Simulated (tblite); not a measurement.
Species: C₃H₇BF₂.
SMILES with atom numbers: `[CH3:1][CH2:2][CH2:3][B:4]([F:5])[F:6]` (hydrogens: H7, H8, H9 on C1; H10, H11 on C2; H12, H13 on C3)

Cartesian coordinates in Å at the GFN2-xTB level; atoms count from 1:
```xyz
13
C3H7BF2 angstrom
C     -1.7788    0.1822    0.4856
C     -0.2757    0.1273    0.7284
C      0.4965   -0.1362   -0.5701
B      2.0621   -0.2221   -0.4100
F      2.8683   -0.4185   -1.4365
F      2.6940   -0.1103    0.7408
H     -2.3083    0.3759    1.4151
H     -2.1357   -0.7610    0.0778
H     -2.0229    0.9731   -0.2204
H     -0.0491   -0.6605    1.4487
H      0.0592    1.0719    1.1604
H      0.2522    0.6447   -1.2966
H      0.1338   -1.0657   -1.0196
```

Calculated harmonic vibrations of the isolated species, GFN2-xTB (tblite), most abundant isotopes, no scaling. This tight-binding method is rough: wavenumbers can miss measured ones by several per cent, in bad cases by 10 to 20. One conformer, not necessarily the lowest.

Harmonic wavenumbers (cm⁻¹): 30.5, 84.2, 126.7, 234.6, 313.5, 368.0, 401.7, 489.1, 741.4, 769.3, 845.7, 950.1, 1006.9, 1081.9, 1122.5, 1213.4, 1214.3, 1271.7, 1277.0, 1290.3, 1357.4, 1416.8, 1455.0, 1496.0, 1502.8, 1505.0, 2943.8, 2969.9, 2984.8, 2998.3, 3032.5, 3036.4, 3044.0.

A = 8220, B = 1660, C = 1417 MHz; mass 92.061 u (most abundant isotopes); point group Cs, symmetry number 1.

Problem. What is the zero-point energy?

Solution. Half the sum of the wavenumbers: 22288 cm⁻¹ = 266.62 kJ/mol.

Problem. Entropy at 400 K, 1 bar (ideal gas, RRHO, classical rotation)?

Solution. Translation 171.37, rotation 117.51, vibration 108.88: S = 397.8 J/(mol K).

Problem. And Cp and H(400 K) − H(0)?

Solution. Cp = 136.05 J/(mol K), of which vibrations give 102.80 (their classical limit is 33 R = 274.4); H(400 K) − H(0) = 34.56 kJ/mol without the zero-point energy, 21.25 from vibrations.

Problem. Blend soft modes into free rotors: weight 1/[1 + (100 cm⁻¹/ν̃)⁴] for the oscillator and the rest for a rotor with moment μB/(μ + B), μ = h/(8π²ν), B = 10⁻⁴⁴ kg m². What vibrational entropy results?

Solution. 96.69 J/(mol K) in place of 108.88, which changes −T·S at 400 K by +4.88 kJ/mol.

Problem. What must be added to the electronic energy to get the Gibbs energy at 400 K and 1 bar?

Solution. ZPE + [H(400 K) − H(0)] − T·S = 266.62 + 34.56 − 159.11 = 142.07 kJ/mol.

Problem. How do the functions run with temperature in this model?

Solution. 
```json
{"T (K)": "50", "S (J/(mol K))": "233.2", "Cp (J/(mol K))": "49.9", "H − H(0) (kJ/mol)": "2.07", "G − H(0) (kJ/mol)": "-9.60", "ln q(vib)": "0.66"}
{"T (K)": "100", "S (J/(mol K))": "271.9", "Cp (J/(mol K))": "63.0", "H − H(0) (kJ/mol)": "4.89", "G − H(0) (kJ/mol)": "-22.30", "ln q(vib)": "1.62"}
{"T (K)": "298.15", "S (J/(mol K))": "361.8", "Cp (J/(mol K))": "110.2", "H − H(0) (kJ/mol)": "22.01", "G − H(0) (kJ/mol)": "-85.85", "ln q(vib)": "5.06"}
{"T (K)": "373.15", "S (J/(mol K))": "388.5", "Cp (J/(mol K))": "129.4", "H − H(0) (kJ/mol)": "30.99", "G − H(0) (kJ/mol)": "-113.99", "ln q(vib)": "6.28"}
{"T (K)": "500", "S (J/(mol K))": "430.7", "Cp (J/(mol K))": "159.1", "H − H(0) (kJ/mol)": "49.34", "G − H(0) (kJ/mol)": "-165.99", "ln q(vib)": "8.29"}
{"T (K)": "750", "S (J/(mol K))": "504.0", "Cp (J/(mol K))": "202.2", "H − H(0) (kJ/mol)": "94.90", "G − H(0) (kJ/mol)": "-283.07", "ln q(vib)": "12.14"}
{"T (K)": "1000", "S (J/(mol K))": "566.3", "Cp (J/(mol K))": "230.7", "H − H(0) (kJ/mol)": "149.25", "G − H(0) (kJ/mol)": "-417.06", "ln q(vib)": "15.75"}
```

q(vib) and H(0) count from the zero-point level.

Problem. Which modes carry the vibrational entropy at 400 K?

Solution. 30.5 cm⁻¹: 26.69; 84.2 cm⁻¹: 18.28; 126.7 cm⁻¹: 14.92; 234.6 cm⁻¹: 9.97; 313.5 cm⁻¹: 7.74; 368.0 cm⁻¹: 6.56 J/(mol K); the other 27 give 24.72 together.

Hindered rotation and anharmonicity are outside this model. Other conformers, if any are populated, would add a mixing term that is left out.
